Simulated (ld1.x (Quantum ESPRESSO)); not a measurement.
## What one change does to a pseudopotential (Pt, TM)

platinum, norm-conserving Troullier–Martins (Kleinman–Bylander form), made with ld1.x (Quantum ESPRESSO) 7.5 (LDA (PZ), scalar-relativistic). Core [Xe] 4f14, reference 5d9 6s0.75 6p0.25. Waves: 6p (bound): rc 3.70 bohr; 5d (bound): rc 1.70 bohr; 6s (bound): rc 2.20 bohr. Local part: the s channel. Core correction: none.

All-electron outer shells of the reference configuration (LDA (PZ), scalar-relativistic, ld1.x):

| shell | level (eV) | outermost node (bohr) | outermost maximum (bohr) |
| --- | --- | --- | --- |
| 4f | -71.05 | – | 0.38 |
| 5p | -56.84 | 0.53 | 0.98 |
| 5d | -6.90 | 0.57 | 1.26 |
| 6s | -6.38 | 1.14 | 2.35 |
| 6p | -1.30 | 1.36 | 3.55 |

Change: type PAW; waves now 6s (bound): rcut 1.90, rcutus 2.20 bohr; 6s channel at 0.2 Ry: rcut 1.90, rcutus 2.20 bohr; 6p (bound): rcut 3.20, rcutus 3.70 bohr; 6p channel at 4.3 Ry: rcut 3.20, rcutus 3.70 bohr; 5d (bound): rcut 1.50, rcutus 1.70 bohr; 5d channel at 0.1 Ry: rcut 1.50, rcutus 1.70 bohr; local potential all-electron potential smoothed inside 2.15 bohr (lloc = -1); core correction a·sin(br)/r model core, default radius (ld1.x builds one for every PAW set, though the input has nlcc=.false.); augmentation BESSEL, radius 1.20 bohr.

Cutoffs: the cutoffs (Ry, on a coarse ladder) from which the occupation-weighted sum of valence levels, in a spherical-Bessel basis at the reference potential, stays within 10 and 1 mRy of its value at 400 Ry; they do not see the model core or the augmentation charge, which bear on the density cutoff. Errors are all-electron minus pseudo energies relative to the spin-unpolarised reference configuration.

Problem. Predict the effect on cutoff, ghosts and configuration errors.

Solution. The potential gets harder (40 Ry and 50 Ry → 40 Ry and 70 Ry); the number of tests that count goes from 9 to 5 (the test run of the changed file stopped, so its transferability is not established); of the 5 tests that both files solve, the error grows in 2 and shrinks in 3 by more than 15 % and 0.3 meV (median size 6.0 → 3.6 meV); the range in which the s phases agree widens (upper end 0.9 → 5.0); the range in which the d phases agree widens (upper end 0.5 → at the end of the scan); neither file shows a bound ghost at the reference potential, the only one tested. Several settings change at once here, so the effects cannot be laid on one of them.

```tsv
quantity	base	changed
cutoff, loose	40 Ry	40 Ry
cutoff, tight	50 Ry	70 Ry
loose cutoff by channel (10 mRy a level)	p 6 Ry, d 35 Ry, s 8 Ry	s 6 Ry, p 6 Ry, d 30 Ry
bound ghosts	none	none
tests counted (converged, no solver errors)	9 of 9	5 of 9 (the test run stopped)
error for 5d9 6s1 6p0, meV [ΔE -1.26 eV]	+0.6	+1.3
error for 5d9 6s0 6p0, meV [ΔE 8.29 eV]	-6.0	+4.2
error for 5d8 6s0 6p0, meV [ΔE 28.55 eV]	-35	-25
error for 5d9.5 6s0.5 6p0, meV [ΔE -1.34 eV]	-12	-3.6
error for 5d9 6s0.5 6p0, meV [ΔE 2.60 eV]	-1.8	+2.1
s: phases at 4.00 bohr within 0.05 rad from the reference energy up to (Ry; the scan ends near 5)	0.9	5.0
p: phases at 4.00 bohr within 0.05 rad from the reference energy up to (Ry; the scan ends near 5)	1.4	1.5
d: phases at 4.00 bohr within 0.05 rad from the reference energy up to (Ry; the scan ends near 5)	0.5	to the end of the scan
```

Changed file: Tests not counted: 5d7 6s0 6p0 (solver errors, printed error -397 eV).
